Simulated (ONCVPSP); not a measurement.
# Which change was made? (Pt, ONCV)

```
Element                 : platinum
Generator               : ONCVPSP 4.0.1
Type                    : optimised norm-conserving Vanderbilt (ONCV)
Functional              : PBEsol
Relativity              : scalar-relativistic
Frozen core             : [Kr] 4d10 4f14
Valence charge          : 18
Reference configuration : 5s2 5p6 5d9.5 6s0.5
Partial waves           : 5s+6s: rc 1.60 bohr, ncon 4, nbas 8, qcut 8.2 1/bohr, 2 projectors; 5p: rc 1.05 bohr, ncon 5, nbas 9, qcut 6.5 1/bohr, 2 projectors, debl 1.1 Ha; 5d: rc 2.35 bohr, ncon 4, nbas 9, qcut 6.3 1/bohr, 2 projectors, debl 2.4 Ha
Local potential         : polynomial inside 0.85 bohr (lpopt 5, dvloc0 0 Ha)
Core correction         : none
```

In the p channel the program set the typed energies aside and used -2.016, 0.250 Ha.

Cutoffs, loose and tight: the cutoffs (Ha) at which the residual kinetic energy of the hardest occupied pseudo-wave falls to 1 and 0.1 mHa per electron. They do not see the model core or the augmentation charge, which bear on the density cutoff. Test errors are all-electron minus pseudo excitation energies from the reference, over the configurations 5s2 5p6 5d9 6s1; 5s2 5p6 5d9 6s0; 5s2 5p6 5d8 6s0; 5s2 5p6 5d8 6s2; variants that change the core or the reference have their own tests.

The base gives: outcome: generated, projector energies reset by the program; cutoff, loose: 182 Ha; cutoff, tight: 224 Ha; bound ghosts: s; GHOST(+) flags above zero: p, d; largest test error (meV): +26.

Problem. After one change the result is: outcome: generated, projector energies reset by the program; cutoff, loose: 182 Ha; cutoff, tight: 224 Ha; bound ghosts: s; GHOST(+) flags above zero: p, d; largest test error (meV): +40. Which change was it?
A. d: rc 2.02
B. d: rc 3.14
C. d: rc 1.7
D. d: rc 2.5

Solution. D. The others give: d: rc 3.14 → outcome: generated, projector energies reset by the program; cutoff, loose: 182 Ha; cutoff, tight: 224 Ha; bound ghosts: s; GHOST(+) flags above zero: p, d; largest test error (meV): +124 | d: rc 2.02 → outcome: generated, projector energies reset by the program; cutoff, loose: 182 Ha; cutoff, tight: 224 Ha; bound ghosts: s, d; GHOST(+) flags above zero: p; largest test error (meV): +8.9 | d: rc 1.7 → outcome: generated, projector energies reset by the program; cutoff, loose: 182 Ha; cutoff, tight: 224 Ha; bound ghosts: s; GHOST(+) flags above zero: p; largest test error (meV): -4.8.
